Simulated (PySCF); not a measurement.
Species: [PtCl6]2- (charge -2 and singlet state).
Bonds: Pt1–Cl2, Pt1–Cl3, Pt1–Cl4, Pt1–Cl5, Pt1–Cl6, Pt1–Cl7.

Computed, not measured: PBE0-D3(BJ)/def2-SVP geometry optimisation, gas phase, def2 core potentials past Kr in PySCF 2.14.0.

Q: Give the optimised bond lengths and angles.

A: 
```
                    bond  length (Å)
Pt1–Cl2 and 5 like bonds       2.360
```

Bonds in one row agree within 0.01 Å and their mean is given. A selection of angles:
```
      angle  degrees
Cl2–Pt1–Cl3    179.9
Cl2–Pt1–Cl4     90.1
```

Pt1 (platinum bonded to 6 Cl) is octahedral (the three widest angles are 179.9°, 179.9° and 179.9°, the others run from 89.7° to 90.3°). All 6 Cl–Pt bonds measure 2.360 to 2.361 Å.

Point group: Oh (every atom within 0.08 Å of its image). No frequency check. Whether so highly charged an anion holds all its electrons in the gas phase wasn't checked; a finite basis holds them in any case. No counter-ion or solvent screens the charge of this multiply charged ion. The geometry's basis has no diffuse functions, a weakness for an anion.

The run took 82 s on an Arm Neoverse V2 with one thread, shared host, and the process peaked at 0.57 GiB of memory. That covers the optimisation of the geometry.
